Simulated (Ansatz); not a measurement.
One change: `[F][Sn]([F])([SiH3])[SiH3]` becomes `[F][SnH]([F])[SiH3]`.

Ansatz, PBE0-D4/def2-TZVP geometries, multiplicity 1. 

Elements past krypton have def2 core potentials.

```json
{"property": "LUMO energy (ωB97M-V/def2-TZVPP) / eV", "`[F][Sn]([F])([SiH3])[SiH3]`": "0.33"}
{"property": "size of the dipole moment (ωB97M-V/def2-TZVPP) / D", "`[F][Sn]([F])([SiH3])[SiH3]`": "4.12"}
{"property": "LUMO energy (PBE/def2-TZVPP) / eV", "`[F][Sn]([F])([SiH3])[SiH3]`": "-2.07"}
{"property": "ideal-gas entropy at 298 K and 1 bar (rigid rotor, harmonic PBE0-D4/def2-TZVP) / J/(mol·K)", "`[F][Sn]([F])([SiH3])[SiH3]`": "431"}
{"property": "HOMO energy (B3LYP/def2-TZVPP) / eV", "`[F][Sn]([F])([SiH3])[SiH3]`": "-7.78"}
{"property": "HOMO energy (ωB97M-V/def2-TZVPP) / eV", "`[F][Sn]([F])([SiH3])[SiH3]`": "-9.89"}
```

(1) Give the same properties after the change, and the shifts. (An estimate is asked.)

## Answers

(1) The calculation gave: 
```csv
property,`[F][SnH]([F])[SiH3]`,shift
LUMO energy (ωB97M-V/def2-TZVPP) / eV,0.59,0.26
size of the dipole moment (ωB97M-V/def2-TZVPP) / D,4.18,0.06
LUMO energy (PBE/def2-TZVPP) / eV,-1.97,0.10
"ideal-gas entropy at 298 K and 1 bar (rigid rotor, harmonic PBE0-D4/def2-TZVP) / J/(mol·K)",367,-64
HOMO energy (B3LYP/def2-TZVPP) / eV,-8.52,-0.74
HOMO energy (ωB97M-V/def2-TZVPP) / eV,-10.76,-0.87
```

With PBE0 the HOMO falls by 0.74 eV and the LUMO rises by 0.25 eV, so the gap widens by about 0.99 eV. PBE moves the HOMO by -0.60 eV and ωB97M-V by -0.87 eV. The zero-point energy changes by -46.4 kJ/mol with -9 modes. Dipoles are sizes alone; their direction can turn. Modes under 60 cm⁻¹, often nearly free rotors, make the harmonic entropy too high.

Positive LUMOs are unbound, so they and the gaps depend on the basis.

B3LYP here is the variant with VWN-RPA as its local correlation; programs differ in this.
